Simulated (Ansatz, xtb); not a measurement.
# Relative energy of two isomers of C3H4F4

Structure a is `FCCC(F)(F)F`, a singlet and structure b is `C[C@H](F)C(F)(F)F`, a singlet. Both are isolated molecules in the gas phase, relaxed with PBE0-D4/def2-SVP, each in the lowest conformer that the search found.

a (Å):

```yaml
atoms:
  - { symbol: C, position_ang: [-1.6642, -0.5839, 0.2232] }
  - { symbol: C, position_ang: [-0.8253, 0.3207, -0.6557] }
  - { symbol: C, position_ang: [-0.6091, -0.2383, -2.0353] }
  - { symbol: F, position_ang: [-1.8034, -0.0064, 1.4557] }
  - { symbol: F, position_ang: [0.1283, 0.5821, -2.7836] }
  - { symbol: F, position_ang: [-1.7701, -0.4329, -2.6738] }
  - { symbol: F, position_ang: [0.0192, -1.4202, -1.9933] }
  - { symbol: H, position_ang: [-1.1816, -1.5684, 0.3392] }
  - { symbol: H, position_ang: [-2.6631, -0.7366, -0.2179] }
  - { symbol: H, position_ang: [-1.3106, 1.3021, -0.7602] }
  - { symbol: H, position_ang: [0.1615, 0.4815, -0.1974] }
```

b (Å):

```xyz
11

C    -2.2138    1.1884    0.6046
C    -2.7113    1.6134   -0.7522
C    -2.7595    0.4636   -1.7488
F    -3.9803    2.1194   -0.6555
F    -3.2271    0.8675   -2.9257
F    -1.5284   -0.0231   -1.9370
F    -3.5333   -0.5309   -1.3181
H    -2.2131    2.0526    1.2821
H    -2.8717    0.4120    1.0199
H    -1.1919    0.7911    0.5360
H    -2.0606    2.3859   -1.1977
```

Energies in hartree; the thermal terms are from GFN2-xTB frequencies at re-optimised GFN2-xTB minima (ideal gas, soft modes damped towards free rotors, one conformer each, 298.15 K, 1 atm) and include the zero-point energy:

|  | a | b |
| --- | --- | --- |
| E, CCSD(T)/def2-SVP | −514.499242 | −514.500709 |
| E, MP2/def2-SVP | −514.435552 | −514.436944 |
| E, MP2/def2-TZVPP | −515.413956 | −515.414774 |
| zero-point energy | 0.070301 | 0.069965 |
| H(298 K) − E | 0.078380 | 0.078170 |
| G(298 K) − E | 0.038175 | 0.038330 |

Correct the CCSD(T) difference for the basis set by the MP2 change, then work out ΔE, ΔE₀, ΔH and ΔG for a → b in kcal/mol (1 Eh = 627.51 kcal/mol) and the equilibrium ratio [b]/[a].

1. Differences b − a: CCSD(T) −0.001467, MP2 in the small set −0.001392, MP2 in the large set −0.000818 Eh.
2. ΔE = −0.001467 + (−0.000818 − (−0.001392)) = −0.000893 Eh = −0.56 kcal/mol.
3. ΔE₀ = ΔE + ΔZPE = −0.000893 + (−0.000336) Eh = −0.77 kcal/mol.
4. ΔH = ΔE + (−0.000210) Eh = −0.69 kcal/mol.
5. ΔG = ΔE + (+0.000155) Eh = −0.46 kcal/mol, so ΔS = (ΔH − ΔG)/T = −3.2 J/(mol K).
6. kT = 0.9442 mEh, so K = [b]/[a] = exp(−ΔG/kT) = exp(+0.78) ≈ 2.2.

The two are too close for this level to say which is favoured. An error of 1 kcal/mol in ΔG would change K by a factor of 5.4. Mirror images and further conformers aren't counted.

As drawn, both hold the same kinds of bond in the same numbers. Structure a has 0 methyl groups, b 1.

Other levels gave ΔE = +3.1 (GFN2-xTB); −0.1 (HF/STO-3G, GFN2-xTB geometries); −1.5 (r2SCAN-D4/def2-SVP, GFN2-xTB geometries); −0.8 (PBE0-D4/def2-SVP); −0.1 (HF/def2-SVP); −0.9 (MP2/def2-SVP); −0.9 (CCSD(T)/def2-SVP) kcal/mol. The correlated steps freeze 7 core orbitals. Programs: Ansatz 0.2.0, xtb 6.7.1.
